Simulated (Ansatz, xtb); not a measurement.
Molecule: SnO2, net charge 0, singlet state. SMILES: [O]=[Sn]=[O]
Geometry from a B3LYP-D3(BJ)/def2-TZVP (Ansatz, a first-principles code) optimisation:
```
Sn
O 1 1.8140
O 1 1.8140 2 180.00
```
Charge 0, spin multiplicity 1.

Harmonic wavenumbers from GFN2-xTB (xtb, at its own minimum), cm⁻¹: 90, 90, 662, 834.

Question: Give the harmonic wavenumbers at B3LYP-D3(BJ)/def2-TZVP (Ansatz, finite differences of forces, unscaled).

Answer: 155, 155, 774, 886 cm⁻¹. Zero-point energy 2.8 kcal/mol.

Question: From these and the geometry, give the ideal-gas thermochemistry at 298.15 K and 1 atm (rigid rotor, harmonic oscillator).

Answer: Point group D∞h, rotational symmetry number 2. Rotational constants 4.8, 4.8 GHz. S(trans) 40.94, S(rot) 14.85, S(vib) 5.61, S(elec, spin only) 0.00, S 61.4 cal/(mol K). H(298) - H(0) 2.96 kcal/mol; G - E(el) -12.5 kcal/mol.
